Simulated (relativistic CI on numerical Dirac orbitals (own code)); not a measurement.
**Ag VI: calculation against measurement**

Method of calculation: Dirac-Coulomb-Breit CI, orbitals from a KLI potential per configuration, model QED, valence Slater integrals scaled by 0.85, P86 correlation energy added to each configuration (own radial code, finite nucleus).

CI space (outside the closed core [Ar] 3d10): 4s2.4p6.4d6, 4s2.4p6.4d5.5s, 4s2.4p6.4d5.4f, 4s2.4p6.4d5.5p, 4s2.4p5.4d7, 4s2.4p6.4d5.5d, 4s2.4p6.4d5.6s, 4s2.4p6.4d5.6p, 4s2.4p6.4d4.5s.5p, 4s.4p6.4d7, 4s2.4p6.4d5.6d, 4s2.4p6.4d5.5g, 4s2.4p6.4d4.5s2, 4s2.4p6.4d3.4f.5s2, 4s2.4p6.4d3.5s2.5p, 4s2.4p6.4d3.5s2.5d, 4s2.4p6.4d3.5s2.6s. Double excitations out of closed p, d and f shells are left out; levels of such configurations are missing from the list, as are those of other unlisted configurations, and high levels can miss mixing partners.

| Configuration | Term (tabulated) | J | Measured (cm⁻¹) | Computed | Error | Purity (%) |
| --- | --- | --- | --- | --- | --- | --- |
| 4s2.4p6.4d6 | 5D | 4 | 0.0 | 0 | 0 | 96 |
| 4s2.4p6.4d6 | 5D | 3 | 2692.5 | 2601 | -91 | 98 |
| 4s2.4p6.4d6 | 5D | 2 | 3953.0 | 3818 | -135 | 95 |
| 4s2.4p6.4d6 | 5D | 1 | 4941.0 | 4765 | -176 | 96 |
| 4s2.4p6.4d6 | 5D | 0 | 5380.0 | 5185 | -195 | 95 |
| 4s2.4p6.4d6 | 3P | 2 | 21041.5 | 20458 | -583 | 90 |
| 4s2.4p6.4d6 | 3H | 6 | 21512.5 | 20845 | -667 | 95 |
| 4s2.4p6.4d6 | 3H | 5 | 21812.0 | 21268 | -544 | 75 |
| 4s2.4p6.4d6 | 3F | 3 | 24441.0 | 23934 | -507 | 75 |
| 4s2.4p6.4d6 | 3F | 2 | 25306.5 | 24780 | -526 | 93 |
| 4s2.4p6.4d6 | 3G | 5 | 27958.5 | 27436 | -523 | 75 |
| 4s2.4p6.4d6 | 3P | 1 | 28232.0 | 27533 | -699 | 87 |
| 4s2.4p6.4d6 | 3G | 4 | 29659.5 | 29143 | -516 | 76 |
| 4s2.4p6.4d6 | 3G | 3 | 30361.0 | 29850 | -511 | 75 |
| 4s2.4p6.4d6 | 3D | 2 | 32650.5 | 32648 | -2 | 84 |
| 4s2.4p6.4d6 | 3D | 3 | 33509.0 | 33608 | 99 | 95 |
| 4s2.4p6.4d6 | 3D | 1 | 33558.0 | 33514 | -44 | 91 |
| 4s2.4p6.4d6 | 1I | 6 | 34194.5 | 33142 | -1052 | 95 |
| 4s2.4p6.4d6 | 1G | 4 | 37481.0 | 36507 | -974 | 83 |
| 4s2.4p6.4d6 | 1D | 2 | 41372.0 | 40790 | -582 | 81 |
| 4s2.4p6.4d6 | 1F | 3 | 44724.5 | 44726 | 2 | 85 |
| 4s2.4p6.4d6 | 3P | 1 | 51664.5 | 52045 | 381 | 99 |
| 4s2.4p6.4d6 | 3F | 4 | 53990.5 | 54188 | 198 | 93 |
| 4s2.4p6.4d6 | 3F | 2 | 54223.0 | 54362 | 139 | 98 |
| 4s2.4p6.4d6 | 3F | 3 | 55982.0 | 56013 | 31 | 85 |
| 4s2.4p6.4d6 | 3P | 2 | 56519.0 | 56811 | 292 | 96 |
| 4s2.4p6.4d6 | 1G | 4 | 61726.0 | 61579 | -147 | 93 |
| 4s2.4p6.4d5.5p | 7P° | 3 | 245839.5 | 251785 | 5946 | 86 |
| 4s2.4p6.4d5.5p | 5P° | 3 | 258553.0 | 264712 | 6159 | 85 |
| 4s2.4p6.4d5.5p | 5P° | 2 | 259764.5 | 265900 | 6136 | 91 |
| 4s2.4p6.4d5.5p | 5P° | 1 | 260687.0 | 266789 | 6102 | 97 |
| 4s2.4p6.4d5.5p | 5F° | 5 | 277685.5 | 283112 | 5426 | 70 |
| 4s2.4p6.4d5.5p | 5H° | 6 | 282545.5 | 287753 | 5207 | 56 |
| 4s2.4p6.4d5.5p | 3H° | 6 | 285564.5 | 291082 | 5517 | 72 |
| 4s2.4p6.4d5.5p | 3H° | 5 | 285968.0 | 291619 | 5651 | 76 |
| 4s2.4p6.4d5.5p | 3K° | 6 | 289143.0 | 294069 | 4926 | 58 |

Measured levels from measured levels as listed in Gamrath, thesis, University of Mons (2023); pairs were made by configuration, J and term (by order where the table uses no LS term), so strongly mixed levels may be paired wrongly.

Mean error by configuration (cm⁻¹): 4s2.4p6.4d6 -282; 4s2.4p6.4d5.5p 5674. Over the excited levels the mean absolute error is 1734 cm⁻¹ (35 of the 69 excited levels that our extract of the source holds in range could be paired, and the others can miss by more), and the median relative error of those above 1,000 cm⁻¹ is 2 %. Some levels of the ground configuration have no partner.
